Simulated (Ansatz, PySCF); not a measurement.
Species: selenium dioxide, SeO₂, net charge 0, singlet state. 
Geometry from a B3LYP-D3(BJ)/def2-TZVP (Ansatz, an electronic-structure program) optimisation:
SMILES: O=[Se]=O
```xyz
3

O     -1.3669     0.5583    -0.0329
Se     0.0083    -0.2816     0.0062
O      1.3317     0.6385     0.0066
```

Dipole moments at this geometry, in debye (magnitudes).

| level | program | dipole (D) |
|---|---|---|
| HF/def2-TZVPD | PySCF | 3.38 |
| SVWN5/def2-TZVPD | Ansatz | 2.64 |
| PBE/def2-TZVPD | Ansatz | 2.60 |
| M06-L/def2-TZVPD | PySCF | 2.66 |
| r2SCAN/def2-TZVPD | Ansatz | 2.65 |
| B97M-V/def2-TZVPD | Ansatz | 2.68 |
| B3LYP/def2-TZVPD | Ansatz | 2.85 |
| PW6B95/def2-TZVPD | PySCF | 2.88 |
| M06-2X/def2-TZVPD | PySCF | 2.99 |
| MN15/def2-TZVPD | PySCF | 2.88 |
| CAM-B3LYP/def2-TZVPD | PySCF | 2.98 |
| wB97M-V/def2-TZVPD | Ansatz | ___ |
| wB97X-V/def2-TZVPD | Ansatz | 2.93 |
| CCSD(T)/aug-cc-pVDZ | Ansatz | ___ |

**Question.** Fill in the missing entries.

**Answer.** 
- wB97M-V/def2-TZVPD, dipole (D): 2.96
- CCSD(T)/aug-cc-pVDZ, dipole (D): 2.71
